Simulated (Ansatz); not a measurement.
Job for Ansatz (a first-principles code): R-PBE/def2-TZVPP on CH5BO2 (SMILES CB(O)O), a point of a torsion scan.

Ansatz 0.2 input:
```yaml
crystal:
  periodic: [false, false, false]
  atoms:
    - {symbol: C, position_ang: [-0.99621254, 0.03928372, 0.15614943]}
    - {symbol: B, position_ang: [0.60217744, 0.02744749, -0.00491620]}
    - {symbol: O, position_ang: [1.32213502, 1.16277867, -0.22431028]}
    - {symbol: O, position_ang: [1.28156125, -1.12776189, -0.17558083]}
    - {symbol: H, position_ang: [-1.37428261, -0.80567134, 0.72765564]}
    - {symbol: H, position_ang: [-1.43485738, -0.02085841, -0.83800913]}
    - {symbol: H, position_ang: [-1.37545970, 0.94843717, 0.61533571]}
    - {symbol: H, position_ang: [1.27604784, 1.86418396, 0.41765254]}
    - {symbol: H, position_ang: [0.76464278, -1.93186915, -0.17642630]}
basis:
  gaussian:
    orbitals: def2-TZVPP
hamiltonian:
  xc: {name: PBE}
scf: {lower_state_search: off}
```

The log:

```
WARN ansatz: RAYON_NUM_THREADS=2 ignored (pool sized by the plan → 2); use --threads N
Functional definition: PBE
these checks for a lower state are left out or cut short: stability, starts, cluster_reference, orbital_swaps, neighbouring_geometries, increment
integrals: 0.08 GiB planned
946 factors; their error is unknown
mean field: 0.71 GiB planned
mean field evaluation 1: about -5871.4094 eV, gradient 9.4e1 eV
mean field evaluation 2: about -5835.3233 eV, gradient 1.6e2 eV
mean field evaluation 4: about -5887.0043 eV, gradient 1.2e1 eV
mean field evaluation 8: about -5887.3241 eV, gradient 2.5e-1 eV
mean field evaluation 16: about -5887.3108 eV, gradient 1.3e-4 eV
mean field -5887.31076529 eV, -216.3546800618 hartree, gradient 1.4e-6 eV, S^2 0.000000; 0 other end points of the search recorded, 0 dependent functions left out
reference -5887.31080552 eV, -216.3546815404 hartree; 16, 16 occupied and 178, 178 virtual orbitals, 946 factors
Total energy: -5887.31080552 eV, -216.3546815404 hartree
Checks for a lower state left out: stability, starts, cluster_reference, orbital_swaps, neighbouring_geometries, increment
```

The calculation finished and met its thresholds.

Cost: about 1.9 core-seconds (a rough figure).
